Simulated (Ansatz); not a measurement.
Isolated molecules relaxed with PBE0-D4/def2-TZVP in Ansatz; ΔE leaves out vibrations. CBS: MP2 limit from def2 TZ/QZ plus the TZ coupled-cluster correction, frozen cores. DFT in def2-TZVPP. def2 core potentials past Kr. For Ga, Sn outer-core shells are correlated without core-valence functions, which leaves a few kJ/mol of doubt a bond. Scalar relativity is left out up to krypton.

`[CH3][SnH2][GaH2]` + silanol → `[SiH3][O][GaH2]` + `[CH3][SnH3]`  (cleavage of the Ga–Sn bond)

`[CH3][SnH2][GaH2]`:

Z-matrix (Å, degrees):
```
C
Sn 1 2.149
H 1 1.090 2 110.0
H 1 1.090 2 109.9 3 -120.1
H 1 1.090 2 110.0 3 119.9
Ga 2 2.622 1 113.9 3 -59.5
H 2 1.717 1 108.0 3 177.4
H 2 1.717 1 107.9 3 63.2
H 6 1.574 2 120.9 1 -177.4
H 6 1.576 2 121.1 1 2.7
```

`O[SiH3]`:

Z-matrix (Å, degrees):
```
Si
O 1 1.648
H 1 1.489 2 111.7
H 1 1.489 2 111.7 3 120.9
H 1 1.481 2 105.9 3 -119.6
H 2 0.957 1 117.9 3 -60.5
```

`[SiH3][O][GaH2]`:

```xyz
8

Si    0.539    0.826    0.943
O     0.393   -0.525    0.044
Ga   -0.649   -1.187   -1.245
H    -0.511    1.827    0.596
H     1.872    1.447    0.714
H     0.410    0.492    2.386
H    -0.243   -2.615   -1.710
H    -1.810   -0.263   -1.727
```

`[CH3][SnH3]`:

Z-matrix (Å, degrees):
```
C
Sn 1 2.140
H 1 1.090 2 110.0
H 1 1.090 2 110.0 3 -120.0
H 1 1.090 2 110.0 3 120.0
H 2 1.709 1 110.1 3 -59.7
H 2 1.709 1 110.1 3 -179.7
H 2 1.709 1 110.1 3 60.3
```

```json
{"level": "LDA (SPW92)", "ΔE (kJ/mol)": "-27.7"}
{"level": "r2SCAN-D4", "ΔE (kJ/mol)": "-36.0"}
```

Task: What does CCSD(T)/CBS give? (Estimate.)

Result: The calculation gave: -31.2 kJ/mol. The listed levels differ from it by 3.5, -4.8 kJ/mol.

Task: What do rigid-rotor, harmonic-oscillator terms from PBE0-D4/def2-TZVP frequencies (298.15 K, 1 bar) make of the CCSD(T)/CBS value? (Best estimate.)

Result: Ansatz gave: ΔZPE = -6.1 kJ/mol, ΔH = -39.1 kJ/mol, ΔS = -22 J/(mol·K), ΔG = -32.6 kJ/mol. Modes under 50 cm⁻¹ make the entropy rough.

Largest T1 diagnostic among the species: 0.014.

At CCSD(T), def2-SVP lies −21.8 kJ/mol from the extrapolated value and def2-TZVPP −9.5 kJ/mol. Leaving LDA and LC-ωPBE aside and taking each functional with its dispersion term where it has one, the values, not all of them listed here, spread over 26.4 kJ/mol, from B97M-V to PBE-D4. LDA lies −4.3 kJ/mol from PBE without D4.
